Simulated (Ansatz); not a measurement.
Energy needed to pull apart BHTeF (SMILES FB[Te]), doublet, into free ground-state atoms, from the structure below (displaced at random from a GFN2-xTB minimum); no zero-point or spin–orbit terms; open-shell atoms are treated unrestricted, in their ground-state multiplicity.

```xyz
4
angstrom
F -0.0893 0.9732 -1.0004
B -0.1797 0.0855 -0.0473
Te 1.5218 -0.9810 0.5926
H -1.2311 -0.0702 0.4474
```

Program: Ansatz 0.2.0. Basis: def2-TZVPP. Cores are frozen in the correlated methods; orbitals are unrestricted. Filled d shells of the heavier atoms are correlated. Core potentials replace the inner electrons of the atoms past krypton. The def2 sets are not built for correlating such inner shells, so the correlated values are less sure here. B3LYP uses VWN-RPA correlation.

```
   method  atomization energy (kcal/mol)
   PBE-D4                          323.9
r2SCAN-D4                          317.9
  PBE0-D4                          315.2
 B3LYP-D4                              ?
  LC-wPBE                              ?
  wB97M-V                          313.4
       HF                          234.3
      MP2                          315.5
     CCSD                          298.0
  CCSD(T)                          303.9
```

Task: What does B3LYP-D4 give? (To be estimated.)

Result: By the calculation: 314.1 kcal/mol, which is about 10.1 kcal/mol more than CCSD(T)/def2-TZVPP.

Task: What does LC-wPBE give? (To be estimated.)

Result: The calculation gives: 312.7 kcal/mol, which is about 8.8 kcal/mol more than CCSD(T)/def2-TZVPP.

In triple zeta the MP2 and coupled-cluster atomization energies are still short of their basis limit by a few kcal/mol a bond, whereas those of the functionals are nearly converged, so these differences are not deviations from converged CCSD(T).

No T1 diagnostic of these runs exceeds 0.014. ⟨S²⟩ of the unrestricted Hartree–Fock references: 0.76 (a pure state has 0.75).

For scale, one of the runs: CCSD(T)/def2-TZVPP forces, 126 basis functions (an equivalent command: `ansatz run in.yaml --threads 4`). Time: 4.3 min of wall clock on 4 CPU threads; the host was shared. Peak host memory: 3 GiB.
